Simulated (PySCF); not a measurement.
Polarisability and C₆ of Xe²⁺ (xenon, charge +2)

[Kr] 4d10 5s2 5p4, high-spin 3P determinant. All numbers are calculated (PySCF 2.14, a scalar-relativistic core potential, in aug-cc-pVTZ-PP with ECP28MDF). Coupled (time-dependent) response in atomic units; α is the mean over directions.

| method | mean α (bohr³) | α xx, yy, zz | C₆ (like pair) | S(−4) |
| --- | --- | --- | --- | --- |
| UHF | 12.81 | 12.84, 12.76, 12.84 | 88.85 | 27.42 |
| PBE | 12.87 | 12.75, 13.11, 12.75 | 89.23 | 28.06 |
| PBE0 | 12.77 | 12.70, 12.93, 12.70 | 88.38 | 27.38 |
| r2SCAN0 | 12.66 | 12.61, 12.75, 12.61 | 89.01 | 25.72 |
| wB97M-V | 12.75 | 12.68, 12.88, 12.68 | 87.51 | 27.81 |

S(−4) is the Cauchy moment in α(ω) = α(0) + S(−4) ω² + …

Spin-orbit coupling is absent.

α(iu) at r2SCAN0:

| u (hartree) | α(iu) (bohr³) |
| --- | --- |
| 0 | 12.66 |
| 0.0500 | 12.59 |
| 0.100 | 12.41 |
| 0.200 | 11.71 |
| 0.300 | 10.73 |
| 0.500 | 8.503 |
| 0.750 | 6.139 |
| 1.00 | 4.492 |
| 1.50 | 2.646 |
| 2.00 | 1.747 |
| 3.00 | 0.9447 |
| 5.00 | 0.4150 |

A single London oscillator, α(iu) = α/(1 + u²/ω²), gives C₆ = (3/4) ω α². Matching the computed C₆ needs ω = 4 × 89.01 / (3 × 12.66²) = 0.740 hartree.

For an ion, C₆ is the dispersion term alone; charge-induced terms of lower order in 1/R come first.

The components differ because the open shell of this determinant is not spherical; for a pure term their mean is the scalar polarisability.

Energies and moments cover only the electrons outside the core potential.
